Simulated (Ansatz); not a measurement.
Molecule: BeCl, charge 1, multiplicity 1. 
Structure (B3LYP-D3(BJ)/def2-TZVP (Ansatz, a quantum-chemistry and plane-wave program) minimum search):
SMILES: [Cl][Be+]
```xyz
2

Be     0.0000     0.0000    -1.3984
Cl     0.0000     0.0000     0.3290
```
Charge +1, spin multiplicity 1.

Property: vertical electron affinity (to the doublet state of charge +0; a negative value means that the extra electron is unbound and the number depends on the basis; each state is the SCF solution reached for its spin), in eV. Valence correlation only, unless marked. Open shells are spin-unrestricted. No spin-orbit coupling. Non-relativistic. CBS marks a two-point X^-3 extrapolation of the correlation energy; Hartree-Fock from the larger set.

```tsv
level	program	vertical electron affinity (eV)
PBE/def2-TZVPD	Ansatz	8.65
r2SCAN/def2-TZVPD	Ansatz	8.68
B3LYP/def2-TZVPD	Ansatz	8.73
PBE0/def2-TZVPD	Ansatz	8.71
BHLYP/def2-TZVPD	Ansatz	8.68
CAM-B3LYP/def2-TZVPD	Ansatz	8.77
wB97M-V/def2-TZVPD	Ansatz	8.42
wB97X-V/def2-TZVPD	Ansatz	8.61
wB97X/def2-TZVPD	Ansatz	8.42
CCSD/def2-SVPD	Ansatz	8.57
CCSD/def2-QZVPPD	Ansatz	8.60
CCSD/CBS(def2-TZVPPD,def2-QZVPPD)	Ansatz	8.61
CCSD(T)/def2-TZVPPD	Ansatz	8.58
CCSD(T)/def2-QZVPPD	Ansatz	8.59
CCSD(T)/CBS(def2-TZVPPD,def2-QZVPPD)	Ansatz	8.61
```
